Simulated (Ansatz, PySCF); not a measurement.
Molecule: sum formula H$_{3}$GeO$_{3}$ (charge 0, doublet). It need not be the lowest isomer of its formula. SMILES: [OH][Ge]([OH])[OH]
Structure (B3LYP-D3(BJ)/def2-TZVP (Ansatz, a first-principles code) minimum search):
```
Ge
O 1 1.7935
H 2 0.9649 1 112.77
O 1 1.7935 2 106.46 3 -161.78
H 4 0.9649 1 112.77 2 -48.49
O 1 1.7935 2 106.46 3 -48.49
H 6 0.9649 1 112.77 2 -161.78
```
Charge 0, spin multiplicity 2.

Property: atomisation energy (electronic, to ground-state atoms), in kcal/mol. Valence correlation only, unless marked. Open shells are spin-unrestricted. Spin-orbit coupling is left out. Frozen are the shells of the preceding noble gas and the d and f shells that filled before the atom's block. Non-relativistic. The coupled-cluster limit lacks core correlation, which all-electron functionals hold. Basis-set limits of correlation are two-point, X^-3; Hartree-Fock from the larger set. [CCSD(T)-MP2]/basis is that difference in the basis named.

```json
[
 {"level": "HF-D4/def2-TZVPD", "program": "PySCF + dftd4", "atomisation energy (kcal/mol)": "381.9"},
 {"level": "PBE-D4/def2-TZVPD", "program": "Ansatz + dftd4", "atomisation energy (kcal/mol)": "602.3"},
 {"level": "B97M-V/def2-TZVPD", "program": "Ansatz", "atomisation energy (kcal/mol)": "585.3"},
 {"level": "PBE0/STO-3G", "program": "Ansatz", "atomisation energy (kcal/mol)": "588.3"},
 {"level": "PBE0-D4/def2-TZVP", "program": "Ansatz + dftd4", "atomisation energy (kcal/mol)": "574.7"},
 {"level": "PBE0-D4/def2-TZVPD", "program": "Ansatz + dftd4", "atomisation energy (kcal/mol)": "576.5"},
 {"level": "r2SCAN0/def2-TZVPD", "program": "Ansatz", "atomisation energy (kcal/mol)": "?"},
 {"level": "wB97M-V/def2-TZVPD", "program": "Ansatz", "atomisation energy (kcal/mol)": "?"},
 {"level": "B2GP-PLYP-D3(BJ)/def2-TZVPD", "program": "Ansatz + dftd3", "atomisation energy (kcal/mol)": "577.6"},
 {"level": "B2PLYP-D4/def2-TZVPD", "program": "Ansatz + dftd4", "atomisation energy (kcal/mol)": "579.8"},
 {"level": "CCSD/aug-cc-pVDZ", "program": "Ansatz", "atomisation energy (kcal/mol)": "?"},
 {"level": "RI-MP2/CBS(aug-cc-pVTZ,aug-cc-pVQZ)+[CCSD(T)-MP2]/aug-cc-pVTZ", "program": "Ansatz", "atomisation energy (kcal/mol)": "?"}
]
```

Question: What belongs in the gaps?

Answer: 
- r2SCAN0/def2-TZVPD, atomisation energy (kcal/mol): 566.3
- wB97M-V/def2-TZVPD, atomisation energy (kcal/mol): 584.1
- CCSD/aug-cc-pVDZ, atomisation energy (kcal/mol): 534.5
- RI-MP2/CBS(aug-cc-pVTZ,aug-cc-pVQZ)+[CCSD(T)-MP2]/aug-cc-pVTZ, atomisation energy (kcal/mol): 593.2
